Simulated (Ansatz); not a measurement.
`N[SiH2][SiH](N)O` + H–F → `N[SiH2][SiH](O)F` + NH₃  (ligand exchange at the Si–N bond)

Isolated molecules relaxed with PBE0-D4/def2-TZVP in Ansatz; ΔE leaves out vibrations. CCSD(T)/CBS is the MP2 limit (def2-TZVPP, def2-QZVPP) plus CCSD(T) − MP2 in def2-TZVPP, frozen cores. This one scheme is used for every species. Functionals use def2-TZVPP. B3LYP here is the variant with VWN-RPA as its local correlation; programs differ in this. Each species was taken in one conformer, which may not be the lowest.

`N[SiH2][SiH](N)O`:

Z-matrix (Å, degrees):
```
Si
Si 1 2.337
N 1 1.721 2 106.5
H 1 1.501 2 108.2 3 124.6
H 1 1.490 2 112.0 3 -119.8
O 2 1.663 1 101.7 3 -30.8
N 2 1.710 1 109.7 3 -155.2
H 2 1.491 1 116.4 3 87.1
H 3 1.008 1 117.5 2 33.3
H 3 1.007 1 121.8 2 177.5
H 6 0.959 2 117.8 1 172.6
H 7 1.006 2 122.7 1 44.7
H 7 1.006 2 122.9 1 -153.0
```

H–F:

Z-matrix (Å, degrees):
```
F
H 1 0.920
```

`N[SiH2][SiH](O)F`:

Z-matrix (Å, degrees):
```
Si
Si 1 2.354
N 1 1.742 2 102.5
H 1 1.494 2 113.3 3 -124.8
H 1 1.487 2 111.7 3 113.4
F 2 1.603 1 109.5 3 -122.2
O 2 1.639 1 104.4 3 -3.4
H 2 1.481 1 119.2 3 116.1
H 3 1.010 1 118.0 2 -71.6
H 3 1.009 1 117.8 2 153.6
H 7 0.964 2 113.6 1 -22.5
```

NH₃:

```xyz
4

N    -0.119   -0.189   -0.172
H    -0.058    0.724   -0.604
H    -0.645   -0.078    0.686
H     0.822   -0.457    0.089
```

Q: Is it downhill or uphill in electronic energy at CCSD(T)/CBS, and by how much? (Best estimate.)

A: Ansatz gave: Downhill: ΔE = -81.6 kJ/mol.

Q: What do these levels give: PBE-D4, r2SCAN-D4, B2PLYP, PBE, r2SCAN, PBE0, B3LYP, CCSD/def2-TZVPP, HF/def2-QZVPP, MP2/def2-QZVPP, SCS-MP2/def2-QZVPP, HF/CBS(def2)? (An estimate is asked.)

A: Computed: PBE-D4 -82.6, r2SCAN-D4 -89.5, B2PLYP -88.8, PBE -86.3, r2SCAN -90.6, PBE0 -83.4, B3LYP -91.7, CCSD/def2-TZVPP -84.4, HF/def2-QZVPP -94.7, MP2/def2-QZVPP -79.5, SCS-MP2/def2-QZVPP -83.8, HF/CBS(def2) -94.8 kJ/mol.

Largest T1 diagnostic among the species: 0.012.

The D4 term adds +5.8 kJ/mol with B3LYP and +3.3 kJ/mol with PBE0; it sums over pairs of atoms, weighted by their polarisabilities, and B3LYP, whose exchange is more repulsive, gets the larger term. In def2-TZVPP, CCSD(T) changes the Hartree–Fock value by +10.3 kJ/mol (the triples alone add +0.9 kJ/mol) and MP2 by +13.5 kJ/mol.
